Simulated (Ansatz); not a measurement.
1-ethyl-3-methylimidazolium dicyanamide, `CCn1cc[n+](C)c1.N#C[N-]C#N`. The state is a singlet with charge 0. Geometry PBE-D4/def2-SVP.

```xyz
24

C    -1.972    0.414   -2.137
C    -1.525    1.576   -1.254
N    -0.743    1.124   -0.095
C    -1.257    0.536    1.052
C    -0.189    0.096    1.797
N     0.955    0.430    1.091
C     2.323    0.099    1.484
C     0.597    1.028   -0.060
H    -2.510    0.807   -3.022
H    -2.658   -0.263   -1.589
H    -1.088   -0.172   -2.463
H    -0.882    2.281   -1.818
H    -2.381    2.162   -0.861
H    -2.332    0.461    1.233
H    -0.138   -0.499    2.715
H     2.285   -0.848    2.061
H     2.760    0.915    2.093
H     2.924   -0.061    0.569
H     1.276    1.326   -0.861
N     1.011   -1.029   -1.871
C     0.935   -1.919   -1.077
N     0.846   -2.927   -0.259
C     0.869   -2.810    1.042
N     0.893   -2.726    2.230
```

In the singlet geometry the species has come apart into loosely held pieces.

Problem. Estimate the orbital energies around the gap (eV) in Ansatz with HF/def2-TZVP, PBE-D4/def2-TZVP, r2SCAN-D4/def2-TZVP, PBE0-D4/def2-SVP, BHLYP-D4/def2-TZVP.

Solution. 
```csv
orbital,HF/def2-TZVP,PBE-D4/def2-TZVP,r2SCAN-D4/def2-TZVP,PBE0-D4/def2-SVP,BHLYP-D4/def2-TZVP
HOMO−9,-14.83,-9.35,-9.75,-10.84,-12.43
HOMO−8,-14.56,-9.16,-9.52,-10.61,-12.17
HOMO−7,-14.14,-8.17,-8.46,-9.52,-11.37
HOMO−6,-13.95,-7.87,-8.34,-9.32,-11.17
HOMO−5,-12.46,-7.63,-8.12,-9.10,-10.63
HOMO−4,-11.89,-7.49,-7.74,-8.72,-9.97
HOMO−3,-11.73,-7.11,-7.41,-8.39,-9.78
HOMO−2,-10.14,-6.65,-6.87,-7.80,-8.83
HOMO−1,-9.58,-5.40,-5.65,-6.37,-7.77
HOMO,-8.57,-4.68,-4.90,-5.60,-6.88
LUMO,2.42,-2.17,-2.00,-1.15,-0.19
LUMO+1,3.12,-1.40,-1.17,-0.25,0.68
LUMO+2,3.39,-0.22,0.52,1.11,1.20
LUMO+3,3.75,0.28,0.81,1.63,1.73
LUMO+4,3.97,0.40,0.97,1.77,1.94
LUMO+5,4.24,0.46,1.14,1.87,2.07
```
